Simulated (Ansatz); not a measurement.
Ansatz (a first-principles code) input:
A basis named .json is the Basis Set Exchange file of that set.

Ansatz 0.2 input:
```yaml
crystal:
  periodic: [false, false, false]
  atoms:
    - {symbol: Si, position_ang: [-0.87912277, -0.03993122, -0.49622397]}
    - {symbol: C, position_ang: [-1.66116719, 1.64533956, -0.76622530]}
    - {symbol: C, position_ang: [-1.69739082, -0.94601489, 0.93582779]}
    - {symbol: O, position_ang: [0.71269455, 0.21782962, -0.12892573]}
    - {symbol: Si, position_ang: [2.14667662, -0.43508761, 0.31131073]}
    - {symbol: H, position_ang: [-2.72212440, 1.54769599, -1.00388290]}
    - {symbol: H, position_ang: [-1.17485376, 2.18152111, -1.58191574]}
    - {symbol: H, position_ang: [-1.56475699, 2.24676592, 0.14366903]}
    - {symbol: H, position_ang: [-1.23452493, -1.91781024, 1.11368085]}
    - {symbol: H, position_ang: [-1.60678845, -0.35240634, 1.85165914]}
    - {symbol: H, position_ang: [-2.75840907, -1.10734510, 0.73557053]}
    - {symbol: H, position_ang: [2.69020550, -1.27359500, -0.78286875]}
    - {symbol: H, position_ang: [1.98348638, -1.27708820, 1.52136527]}
    - {symbol: H, position_ang: [3.09180354, 0.66394036, 0.60529861]}
basis:
  gaussian:
    orbitals: aug-cc-pV_D+d_Z.json
magnetization: {spin_polarized: true, initial_magnetization: 1}
correlation: {method: ccsd_t, electrons: outside_noble_gas}
output: {forces: true}
```

Which total energy does the run end on?

-734.58241 Eh (CCSD(T)/aug-cc-pV(D+d)Z). The basis has 214 functions.

It need not be the lowest isomer of its formula.
